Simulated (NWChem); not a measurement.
# Spin states of HSb

```xyz
2

Sb     0.0000     0.0000     0.0332
H      0.0000     0.0000    -1.6917
```
Charge 0, spin multiplicity 3.

Everything below was run with NWChem. All single points use one geometry, from UPBE0/def2-SVP with def2 effective core potentials on Sb, a minimum by its harmonic frequencies.

Basis set: def2-TZVP. The gap is E(triplet) − E(singlet) at the geometry of the triplet, so a negative value puts the higher spin lower. Open shells are unrestricted, and the singlet is the closed-shell solution. Where the lowest singlet needs several determinants, the single determinant used here isn't a pure state and places it wrongly.

Effective core potentials replace the inner electrons of Sb; spin-orbit coupling is left out. The correlated methods keep 4 core orbitals frozen. This spin state was chosen for the runs; another may lie lower. The structure started from a generated list of species. The unpaired electrons of the parent sit in orbitals of symmetry b1 and b2 (C2v labels of the run); other states weren't searched. The stability of the SCF solutions was not checked. Open-shell Hartree-Fock references start from PBE0 orbitals.

**Question.** One of these methods gave a vertical singlet-triplet gap of -26.0 kcal/mol. Which?
A. M06-2X
B. MP2
C. CAM-B3LYP
D. HF

**Answer.** C, CAM-B3LYP. The others give -30.1 (MP2), -32.7 (M06-2X), -39.3 (HF).
